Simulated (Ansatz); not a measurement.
Correlation energies of `C=C(Cl)[SiH2][SiH3]` by basis set

Z-matrix (Å, degrees):
```
Si
Si 1 2.341
C 1 1.873 2 110.0
H 1 1.489 2 110.9 3 -118.8
H 1 1.487 2 110.1 3 120.1
H 2 1.486 1 110.7 3 -64.3
H 2 1.488 1 109.5 3 175.7
H 2 1.487 1 109.7 3 56.4
Cl 3 1.743 1 114.2 2 61.0
C 3 1.326 1 125.8 2 -117.5
H 10 1.085 3 122.5 1 178.5
H 10 1.084 3 119.6 1 -1.6
```

The species carries charge 0 and has multiplicity 1. Geometry: relaxed with PBE0-D4/def2-TZVP. It is one conformer, not always the lowest. Frozen core, restricted reference, Ansatz. CBS rows extrapolate triple and quadruple zeta; past MP2 they add the triple-zeta difference.

```
     basis      HF (Eh)  MP2 corr.  CCSD corr.       (T)  CCSD(T) total
def2-TZVPP  -1117.21042   -0.76315    -0.83275  -0.03673    -1118.07990
def2-QZVPP  -1117.24441   -0.82170           –         –              –
 CBS(def2)  -1117.24910   -0.86507    -0.93466     as TZ    -1118.22049
```
